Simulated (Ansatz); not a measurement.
SnH2MeF (CH5FSn), relaxed as a singlet with RKS PBE-D4/def2-TZVP in Ansatz, starting from the GFN2-xTB geometry. Force threshold 0.02 eV/Å.

In the def2 sets Sn takes a core potential; there is no spin–orbit coupling.

Start:

Cartesian coordinates in Å:
```
Sn 0.785 0.519 -0.203
H 2.192 -0.224 -0.769
H 1.167 1.903 0.685
C -0.848 -0.723 0.457
H -0.571 -1.300 1.332
H -1.119 -1.394 -0.351
H -1.696 -0.088 0.695
F 0.091 1.307 -1.846
```

```tsv
step	energy (eV)	largest force component (eV/Å)	SCF passes
1	-9664.7926	0.482	17
2	-9664.8218	0.290	21
3	-9664.8396	0.073	21
4	-9664.8401	0.039	22
5	-9664.8403	0.010	22
```

Force components are those of the run's own axes.

End:

Cartesian coordinates in Å:
```
Sn 0.7707 0.5408 -0.2455
H 2.1802 -0.3081 -0.7502
H 1.1249 1.8922 0.7595
C -0.8307 -0.7067 0.4476
H -0.5179 -1.2693 1.3365
H -1.1044 -1.4062 -0.3513
H -1.6943 -0.0786 0.6960
F 0.0715 1.3358 -1.8925
```

By distances, no bond broke or formed. The bond that changes most is Sn1–H2, from 1.69 to 1.72 Å (atoms count from 1).

No frequencies were taken in this run, so the end may be a saddle point.

Hardware: 4 threads of Arm Neoverse V1 on a shared host. Wall time 4.6 s.
